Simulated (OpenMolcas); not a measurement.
**OpenMolcas run: Ar III**

Input:

```
&GATEWAY
Coord
1

Ar 0.0 0.0 0.0
Basis=ANO-R2
Group=XYZ
NoMove
AngMom=0.0 0.0 0.0
AMFI
&SEWARD
* reference wave functions (RASSCF and RASSI steps not shown): 4 electrons in 3 orbitals (3p)
>>> COPY JOB001 $Project.JobIph
&CASPT2
XMultistate=3 1 2 3
Frozen=1 0
IPEA=0.0
Imaginary=0.1
MaxIter=60
WThr=0.0 0.3 0.05
PrWF=0.5
NoMix
>>> COPY JOB002 $Project.JobIph
&CASPT2
XMultistate=6 1 2 3 4 5 6
Frozen=1 0
IPEA=0.0
Imaginary=0.1
MaxIter=60
WThr=0.0 0.3 0.05
PrWF=0.5
NoMix
```

Output, cut to the results:

```
--- CASPT2 ---
Orbital specifications:
      -----------------------

      Symmetry species                           1   2
                                                ag  au
      Frozen orbitals                            1   0
      Inactive orbitals                          2   3
      Active orbitals                            0   3
      Secondary orbitals                        17  13
      Deleted orbitals                           0   0
      Number of basis functions                 20  19
Type of calculation                        XMS-CASPT2
      Fock operator                              state-average
      IPEA shift                                 0.00
      Real shift                                 0.00
      Imaginary shift                            0.10
      The input orbitals will be transformed to quasi-canonical
      The input states will be rotated to diagonalize the Fock operator
Reference energy:        -527.1176934468
      E2 (Non-variational):      -0.3485706275
      Shift correction:          -0.0002186415
      E2 (Variational):          -0.3487892690
      Total energy:            -527.4664827158
      Residual norm:              0.0000002160
      Reference weight:           0.94352
      Contributions to the CASPT2 correlation energy
      Active & Virtual Only:         -0.0726857103
      One Inactive Excited:          -0.1038083192
      Two Inactive Excited:          -0.1720765980
Reference energy:        -527.1176934468
      E2 (Non-variational):      -0.3485706275
      Shift correction:          -0.0002186415
      E2 (Variational):          -0.3487892690
      Total energy:            -527.4664827158
      Residual norm:              0.0000002160
      Reference weight:           0.94352
      Contributions to the CASPT2 correlation energy
      Active & Virtual Only:         -0.0726857103
      One Inactive Excited:          -0.1038083192
      Two Inactive Excited:          -0.1720765980
::    XMS-CASPT2 Root  1     Total energy:   -527.46648272
::    XMS-CASPT2 Root  2     Total energy:   -527.46648272
::    XMS-CASPT2 Root  3     Total energy:   -527.46648272
--- CASPT2 ---
Orbital specifications:
      -----------------------

      Symmetry species                           1   2
                                                ag  au
      Frozen orbitals                            1   0
      Inactive orbitals                          2   3
      Active orbitals                            0   3
      Secondary orbitals                        17  13
      Deleted orbitals                           0   0
      Number of basis functions                 20  19
Type of calculation                        XMS-CASPT2
      Fock operator                              state-average
      IPEA shift                                 0.00
      Real shift                                 0.00
      Imaginary shift                            0.10
      The input orbitals will be transformed to quasi-canonical
      The input states will be rotated to diagonalize the Fock operator
Reference energy:        -527.0429734275
      E2 (Non-variational):      -0.3574602642
      Shift correction:          -0.0002290217
      E2 (Variational):          -0.3576892859
      Total energy:            -527.4006627134
      Residual norm:              0.0000001311
      Reference weight:           0.94087
      Contributions to the CASPT2 correlation energy
      Active & Virtual Only:         -0.0778172700
      One Inactive Excited:          -0.1070039328
      Two Inactive Excited:          -0.1726390614
Reference energy:        -527.0429734275
      E2 (Non-variational):      -0.3602884763
      Shift correction:          -0.0002397500
      E2 (Variational):          -0.3605282264
      Total energy:            -527.4035016539
      Residual norm:              0.0000001285
      Reference weight:           0.93950
      Contributions to the CASPT2 correlation energy
      Active & Virtual Only:         -0.0830757286
      One Inactive Excited:          -0.0971844545
      Two Inactive Excited:          -0.1800282933
::    XMS-CASPT2 Root  1     Total energy:   -527.40059253
::    XMS-CASPT2 Root  2     Total energy:   -527.40057347
::    XMS-CASPT2 Root  3     Total energy:   -527.40054858
::    XMS-CASPT2 Root  4     Total energy:   -527.40054704
::    XMS-CASPT2 Root  5     Total energy:   -527.40054469
::    XMS-CASPT2 Root  6     Total energy:   -527.30262171
```

In XMS-CASPT2 the single-state energies belong to rotated reference states; over a whole degenerate manifold the rotation is arbitrary, and only the multistate roots count.

Levels above the lowest, from the spin-orbit matrix with the multistate effective Hamiltonian, averaged by term, added to it:

```csv
Configuration,Term,J,E (cm⁻¹),Measured (cm⁻¹),g,Term weight %
3s² 3p⁴,³P,2,0.0,0.0,1.500,100
3s² 3p⁴,³P,1,1038,1112,1.501,100
3s² 3p⁴,³P,0,1483,1570,,100
3s² 3p⁴,¹D,2,15040,14010,1.001,100
3s² 3p⁴,¹S,0,36560,33266,,100
```

Against the 4 measured excited levels shown (Saloman, J. Phys. Chem. Ref. Data 39, 033101 (2010)) the mean absolute deviation is 1100 cm-1; the largest miss in energy is 3s² 3p⁴ ¹S₀: computed 36560, measured 33266 cm⁻¹ (+9.9 %).

CASPT2 breaks the degeneracy within a term, and the mean is taken; among the terms shown or strongly mixed into the levels shown the widest spread is 10 cm-1 (3s² 3p⁴ ¹D). With the s shell closed, the reference lacks s² → p² mixing. Computed and measured levels are paired by configuration, term and J; levels that our copy of the source lacks, or whose pairing is in doubt (as where it misses far off the trend of its configuration), stay unpaired and out of the deviations. Levels of configurations outside the active space are missing.

The term weight is that of the spin-free term in the level, not the purity of its configuration.
